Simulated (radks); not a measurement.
Question: All-electron atom: Zn I in [Ar] 3d10 4s1.5 4p0.5 (fractional occupations, a model configuration). Calculated with a radial shooting solver on a logarithmic mesh with Libxc functionals: Dirac Kohn-Sham, PBE, spin-unpolarised, spherical densities, point nucleus; open shells fill j = l - 1/2 first. Some entries of the table are withheld. Estimate them.

| orbital | occ. | eigenvalue (eV) | <r^2> (bohr^2) |
|---|---|---|---|
| 1s1/2 | 2 | -9524.338 | 0.003405 |
| 2s1/2 | 2 | -1159.016 | 0.06030 |
| 2p1/2 | 2 | -1020.785 | (1) |
| 2p3/2 | 4 | -996.9119 | (2) |
| 3s1/2 | 2 | -130.3562 | 0.5362 |
| 3p1/2 | 2 | -86.6063 | 0.5895 |
| 3p3/2 | 4 | -83.5433 | 0.6077 |
| 3d3/2 | 4 | -11.4970 | 1.103 |
| 3d5/2 | 6 | -11.1397 | 1.126 |
| 4s1/2 | 1.5 | (3) | (4) |
| 4p1/2 | 0.5 | (5) | 20.56 |
| 4p3/2 | 0 | (6) | 21.39 |

Answer: 
(1) 2p1/2 <r^2> (bohr^2): 0.04717
(2) 2p3/2 <r^2> (bohr^2): 0.04869
(3) 4s1/2 eigenvalue (eV): -6.7293
(4) 4s1/2 <r^2> (bohr^2): 7.964
(5) 4p1/2 eigenvalue (eV): -1.6889
(6) 4p3/2 eigenvalue (eV): -1.6216
